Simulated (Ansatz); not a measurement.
```yaml
crystal:
  periodic: [false, false, false]
  atoms:
    - {symbol: F, position_ang: [-0.120692, 2.017641, 0.407117]}
    - {symbol: C, position_ang: [0.130223, 0.957507, -0.429449]}
    - {symbol: N, position_ang: [0.918100, -0.058925, 0.202815]}
    - {symbol: Si, position_ang: [-0.465983, -1.079519, 0.182712]}
    - {symbol: O, position_ang: [-1.050301, 0.241841, -0.675766]}
    - {symbol: H, position_ang: [0.540639, 1.390254, -1.346992]}
    - {symbol: H, position_ang: [1.676041, 0.185952, 0.813352]}
    - {symbol: H, position_ang: [-0.373400, -2.315833, -0.626868]}
    - {symbol: H, position_ang: [-1.166028, -1.385216, 1.455981]}
basis:
  gaussian: {orbitals: aug-cc-pVTZ}
hamiltonian: {xc: {name: CCSD(T)}}
accuracy: high
scf: {lower_state_search: light}
```

```sh
$ ansatz run in.yaml --threads 2 --pin off --events-out ev --progress --plain --max-ram 4352MiB
```

Output, abridged:

```
Error: YAML parse error: error: line 15 column 19: hamiltonian.xc: no functional is named "CCSD(T)"; the names, which are not case-sensitive, are SVWN5, SPW92, PBE, PBE0, PBEsol, revPBE, revPBE0, RPBE, rPW86-PBE, HSE06, wPBEh, LC-wPBE, HISS, HF, BLYP, B3LYP, B3LYP5, BHLYP, CAM-B3LYP, r2SCAN, r2SCANh, r2SCAN0, r2SCAN50, m-r2SCAN, B97, wB97, wB97X, wB97X-V, B97M-V, wB97M-V, B2PLYP, B2GP-PLYP, PBE0-DH, PBE-QIDH
13 | basis:
14 |   gaussian: {orbitals: aug-cc-pVTZ}
15 | hamiltonian: {xc: {name: CCSD(T)}}
16 | accuracy: high
17 | scf: {lower_state_search: light}
```

Question: What is wrong with this run?

Answer: The method's name isn't one that the program takes here. The input was rejected before any iteration.

HSE06 is defined as in plane-wave codes.
